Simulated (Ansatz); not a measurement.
Consider the substitution at a C–Se bond: `N=C[SeH]` + `NBCl` → `N=CNBCl` + H₂Se.

Gas-phase electronic energies from Ansatz, PBE0-D4/def2-TZVP geometries. CCSD(T)/CBS is the MP2 limit (def2-TZVPP, def2-QZVPP) plus CCSD(T) − MP2 in def2-TZVPP, frozen cores. DFT in def2-TZVPP. For Se outer-core shells are correlated without core-valence functions, which leaves a few kJ/mol of doubt a bond. Scalar relativity is left out up to krypton. Each species was taken in one conformer, which may not be the lowest.

`N=C[SeH]`:

Cartesian coordinates in Å:
```
N 0.600 -0.707 1.082
C 0.185 -0.073 0.080
Se -1.672 0.307 -0.090
H 1.609 -0.840 1.045
H 0.794 0.303 -0.747
H -1.515 1.010 -1.369
```

`NBCl`:

```xyz
6

N    -0.364    0.279   -0.612
B     0.420   -0.155    0.441
Cl   -0.293   -1.159    1.709
H     0.003    0.851   -1.353
H    -1.340    0.051   -0.702
H     1.573    0.133    0.518
```

`N=CNBCl`:

Cartesian coordinates in Å:
```
N -0.005 -0.916 1.439
C 0.296 0.213 0.966
N 0.121 0.563 -0.368
B -0.386 -0.135 -1.485
Cl -0.972 -1.773 -1.450
H 0.208 -0.947 2.431
H 0.726 1.035 1.551
H 0.419 1.506 -0.563
H -0.407 0.454 -2.522
```

H₂Se:

Z-matrix (Å, degrees):
```
Se
H 1 1.467
H 1 1.467 2 91.2
```

CCSD(T)/CBS gives +0.08 eV.

Task: Another level gave +0.07 eV. Which?
A. revPBE/def2-TZVPP
B. CAM-B3LYP-D4/def2-TZVPP
C. CCSD(T)/def2-TZVPP
D. PBE/def2-TZVPP

Result: C. CCSD(T)/def2-TZVPP 0.07, CAM-B3LYP-D4 0.02, revPBE 0.16, PBE 0.12 eV.

Largest T1 diagnostic among the species: 0.013.

The D4 term adds −0.03 eV with B3LYP and −0.02 eV with PBE0; it sums over pairs of atoms, weighted by their polarisabilities, and B3LYP, whose exchange is more repulsive, gets the larger term. From r2SCAN to r2SCAN0 (25 % exact exchange), in def2-TZVPP and without D4, ΔE moves by −0.04 eV.

B3LYP here is the variant with VWN-RPA as its local correlation; programs differ in this.
